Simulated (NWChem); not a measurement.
System: AlAsH₃OF; SMILES [Al]([AsH2])([OH])[F]

NWChem printed, in part:

```
             Northwest Computational Chemistry Package (NWChem) 7.3.0
             --------------------------------------------------------

 C1  symmetry detected

                             Geometry "geometry" -> ""
                             -------------------------

 Output coordinates in angstroms (scale by  1.889725989 to convert to a.u.)

  No.       Tag          Charge          X              Y              Z
 ---- ---------------- ---------- -------------- -------------- --------------
    1 Al                  13.0000     0.00566277     1.03539807    -0.00071861
    2 As                  33.0000    -0.02690086    -1.38524703     0.04717567
    3 H                    1.0000     1.08037496    -1.37899265    -1.02605192
    4 H                    1.0000    -1.13333807    -1.36001281    -1.02718391
    5 F                    9.0000    -1.42118425     1.92709981     0.02709153
    6 O                    8.0000     1.50959078     1.85335810     0.02614245
    7 H                    1.0000     1.58100738     2.82121934     0.05281708

 Effective nuclear repulsion energy (a.u.)     303.7042579809

  xc_inp: hfexch multiplicative factor not found.

                                 NWChem DFT Module
                                 -----------------

 Summary of "ao basis" -> "ao basis" (spherical)
 ------------------------------------------------------------------------------
       Tag                 Description            Shells   Functions and Types
 ---------------- ------------------------------  ------  ---------------------
 Al                        def2-svpd                10       24   5s3p2d
 As                        def2-svpd                14       38   6s4p4d
 H                         def2-svpd                 4        8   2s2p
 F                         def2-svpd                 9       23   4s3p2d
 O                         def2-svpd                 9       23   4s3p2d

            General Information
            -------------------
          SCF calculation type: DFT
          Wavefunction type:  closed shell.
          No. of atoms     :     7
          No. of electrons :    66
           Alpha electrons :    33
            Beta electrons :    33
          Charge           :     0
          Spin multiplicity:     1
          Use of symmetry is: off; symmetry adaption is: off
          Maximum number of iterations: 150
          AO basis - number of functions:   132
                     number of shells:    54
          Convergence on energy requested:  1.00D-06
          Convergence on density requested:  1.00D-05
          Convergence on gradient requested:  5.00D-04

              XC Information
              --------------
                     Hartree-Fock (Exact) Exchange  1.000

      Superposition of Atomic Density Guess
      -------------------------------------

 Sum of atomic energies:       -2651.14083838

      Non-variational initial energy
      ------------------------------

 Total energy =   -2651.772119
 1-e energy   =   -4299.355500
 2-e energy   =    1343.879122
 HOMO         =      -0.310298
 LUMO         =      -0.032243

     ---------------------------------------------
      Total Density - Mulliken Population Analysis
     ---------------------------------------------

    Atom       Charge   Shell Charges
 -----------   ------   -------------------------------------------------------
    1 Al  13    11.43   2.00  1.99  0.61  0.14  0.03  5.93  0.43  0.09  0.17  0.04
    2 As  33    33.41   2.00  2.00  2.00  1.31  0.43  0.05  6.00  5.98  1.43  2.12  8.17  1.78  0.10  0.04
    3 H    1     0.81   0.62  0.16  0.01  0.02
    4 H    1     0.82   0.62  0.17  0.01  0.02
    5 F    9     9.79   1.99  1.16  0.79 -0.02  3.57  2.16  0.13  0.00  0.01
    6 O    8     9.10   1.99  1.12  0.65  0.06  3.14  1.96  0.17  0.00  0.01
    7 H    1     0.64   0.54  0.04  0.06  0.00

   convergence    iter        energy       DeltaE   RMS-Dens  Diis-err
 ---------------- ----- ----------------- --------- --------- ---------
 d= 0,ls=0.0,diis     1  -2651.7234811535 -2.96D+03  8.19D-03  9.57D-01
 d= 0,ls=0.0,diis     2  -2651.7974831475 -7.40D-02  2.82D-03  4.45D-01
 d= 0,ls=0.0,diis     3  -2651.8363974996 -3.89D-02  9.91D-04  3.87D-03
 d= 0,ls=0.0,diis     4  -2651.8377121154 -1.31D-03  2.94D-04  2.85D-04
 d= 0,ls=0.0,diis     5  -2651.8378175295 -1.05D-04  1.04D-04  5.60D-05
  Resetting Diis
 d= 0,ls=0.0,diis     6  -2651.8378325605 -1.50D-05  6.17D-05  6.28D-06
 d= 0,ls=0.0,diis     7  -2651.8378351576 -2.60D-06  7.47D-06  2.53D-07
 d= 0,ls=0.0,diis     8  -2651.8378352498 -9.21D-08  3.21D-06  5.67D-08

         Total DFT energy =    -2651.837835249757
      One electron energy =    -4302.928752297387
           Coulomb energy =     1466.477891740235
    Exchange-Corr. energy =     -119.091232673478
 Nuclear repulsion energy =      303.704257980873

 Numeric. integr. density =        0.000000000000

                       DFT Final Molecular Orbital Analysis
                       ------------------------------------

 Vector   31  Occ=2.000000D+00  E=-4.977117D-01
              MO Center= -2.3D-02, -1.3D+00, -6.2D-01, r^2= 2.2D+00
   Bfn.  Coefficient  Atom+Function         Bfn.  Coefficient  Atom+Function
  ----- ------------  ---------------      ----- ------------  ---------------
    37      0.319935  2 As px                71     -0.307196  4 H  s
    63      0.303480  3 H  s                 40      0.288305  2 As px
    34     -0.206054  2 As px                72     -0.135430  4 H  s
    64      0.131529  3 H  s                 56      0.069005  2 As d  1
    31      0.067157  2 As px                46     -0.064237  2 As d  1

[...]
```

Level: Hartree-Fock/def2-SVPD. Structure relaxed at the PBE-D3(BJ)/def2-SVP level.

**Question.** Which NWChem input produces such a log?

**Answer.** Several could match; the one computed here: the input that was run:
```
start job
memory heap 200 mb stack 900 mb global 1100 mb
geometry units angstroms noautoz
  Al     0.030247     1.011953     0.236034
  As    -0.320504    -1.381221     0.348145
  H      0.206670    -1.483332    -1.097392
  H     -1.765359    -1.160572    -0.144599
  F     -1.104197     2.089228     0.855964
  O      1.498682     1.613907    -0.406562
  H      1.710696     2.560900    -0.435225
end
basis spherical
  Al library def2-svpd
  As library def2-svpd
  H library def2-svpd
  F library def2-svpd
  O library def2-svpd
end
dft
  xc hfexch
  iterations 150
  mulliken
end
task dft energy
```
